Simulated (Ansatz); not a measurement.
A series at Hf: from `[F][Hf]([SH])([SH])[SH]`, ligands are replaced one by one, each step taking up H–F and setting free H₂S; n counts the steps. Ansatz, PBE0-D4/def2-TZVP geometries. Each molecule was computed in one conformer, which needn't be the lowest.

| n | molecule | HOMO energy, ωB97M-V/def2-TZVPP (eV) |
| --- | --- | --- |
| 0 | `[F][Hf]([SH])([SH])[SH]` | -9.99 |
| 1 | `[F][Hf]([F])([SH])[SH]` | ? |
| 2 | `[F][Hf]([F])([F])[SH]` | -10.35 |
| 3 | `[F][Hf]([F])([F])[F]` | -14.69 |

Task: By hand: fit a straight line y = ȳ + b (n − n̄) to the 3 given rows and predict n = 1.

Result: n̄ = 1.667, ȳ = -11.677; Σ(n − n̄)(y − ȳ) = -6.387, Σ(n − n̄)² = 4.667, so b = -1.369 eV a step. Prediction: -11.677 + (-1.369) × (-0.667) = -10.76 eV.

Task: By hand: compare with the computed value, -9.98 eV, and give the steps along the whole series.

Result: The line misses by 0.78 eV (computed minus predicted). Steps: 0.01, -0.37, -4.34 eV.

The steps change sign along the series, so a line is a poor guide. The highest orbital can change its character along such a series. The miss is 16.6 % of the series' range.
